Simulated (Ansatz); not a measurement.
`C#C[O][Zn][CH3]` + `CC[Te]C` → `[CH3][Zn][Te]C` + `C#COCC`  (formal exchange of groups at a Zn–O bond)

Computed with Ansatz on PBE0-D4/def2-TZVP structures; ΔE is electronic, products minus reactants. CCSD(T)/CBS adds triple-zeta CCSD(T) − MP2 to the extrapolated MP2 energy (def2 sets, frozen cores). DFT in def2-TZVPP. Elements past krypton have def2 core potentials. For Te, Zn outer-core shells are correlated without core-valence functions, which leaves a few kJ/mol of doubt a bond. Scalar relativity is left out up to krypton. One conformer a species, not always the lowest.

`C#C[O][Zn][CH3]`:

```xyz
9

C    -2.194   -2.297    0.570
C    -1.071   -1.878    0.686
O     0.128   -1.451    0.821
Zn    0.658    0.140    0.124
C     1.318    1.799   -0.569
H    -3.178   -2.686    0.480
H     0.485    2.468   -0.789
H     1.971    2.279    0.162
H     1.883    1.627   -1.486
```

`CC[Te]C`:

Cartesian coordinates in Å:
```
C 0.749 0.355 -1.967
C -0.017 0.388 -0.661
Te 0.721 -1.104 0.701
C -0.657 -0.610 2.258
H 0.368 1.117 -2.654
H 1.812 0.551 -1.814
H 0.655 -0.614 -2.463
H 0.085 1.352 -0.162
H -1.077 0.183 -0.813
H -1.677 -0.763 1.911
H -0.507 0.422 2.570
H -0.453 -1.276 3.095
```

`[CH3][Zn][Te]C`:

```xyz
10

C     0.603   -0.748    2.411
Zn    0.306    0.457    0.913
Te   -0.070    2.005   -1.000
C    -0.636    0.482   -2.426
H    -0.344   -1.153    2.775
H     1.245   -1.580    2.114
H     1.089   -0.217    3.233
H    -0.844    1.007   -3.356
H     0.182   -0.217   -2.575
H    -1.531   -0.035   -2.090
```

`C#COCC`:

Cartesian coordinates in Å:
```
C -2.070 0.439 -1.395
C -0.953 0.014 -1.281
O 0.244 -0.457 -1.189
C 1.035 0.085 -0.106
C 0.525 -0.363 1.238
H -3.060 0.806 -1.511
H 2.041 -0.285 -0.304
H 1.033 1.175 -0.197
H -0.498 -0.019 1.399
H 0.547 -1.451 1.319
H 1.155 0.055 2.027
```

Task: Is it downhill or uphill in electronic energy at CCSD(T)/CBS, and by how much? (Best estimate.)

Result: Ansatz gave: Uphill: ΔE = +0.05 eV.

Task: What do these levels give: ωB97X-V, PBE, r2SCAN, SCS-MP2/def2-TZVPP, CCSD/def2-TZVPP, MP2/CBS(def2)? (An estimate is asked.)

Result: Computed: ωB97X-V -0.02, PBE -0.03, r2SCAN -0.01, SCS-MP2/def2-TZVPP 0.12, CCSD/def2-TZVPP 0.07, MP2/CBS(def2) 0.09 eV.

Largest T1 diagnostic among the species: 0.016.

From PBE to PBE0 (25 % exact exchange), in def2-TZVPP and without D4, ΔE moves by −0.04 eV. In def2-TZVPP, CCSD(T) changes the Hartree–Fock value by +0.24 eV (the triples alone add +0.02 eV) and MP2 by +0.28 eV.
